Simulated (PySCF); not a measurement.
Computed shifts of a molecule C2H5ClOSi, PBE0/pcSseg-1 in PySCF, GIAO, gas phase, atoms alike by connectivity averaged where their shifts nearly agree, in ppm (number of nuclei): ¹³C: 150.0 (1), 148.1 (1). ²⁹Si: -2.8 (1). ¹H: 6.94 (1), 6.73 (1), 6.73 (1), 5.80 (1), 2.21 (1). References: ¹³C against TMS (σ = 186.3 ppm); ²⁹Si against TMS (σ = 352.7 ppm); ¹⁷O against H2O (σ = 334.2 ppm); ³⁵Cl against HCl (σ = 945.9 ppm); ¹H against TMS (σ = 31.56 ppm), references at their B3LYP-D3(BJ)/def2-TZVP geometries, non-relativistic (without spin–orbit terms, shifts of atoms bonded to Cl or Br come out too high). Coordinates come from a PBE-D3(BJ)/def2-SVP optimisation. One conformer was computed; it need not be the lowest.

Q: Which structure fits?
(A) O[SiH2]/C=C/Cl
(B) C=C[Si@H](O)Cl
(C) CC(=O)[SiH2]Cl
(D) Cl[Si@@H]1CCO1

A: B, C=C[Si@H](O)Cl
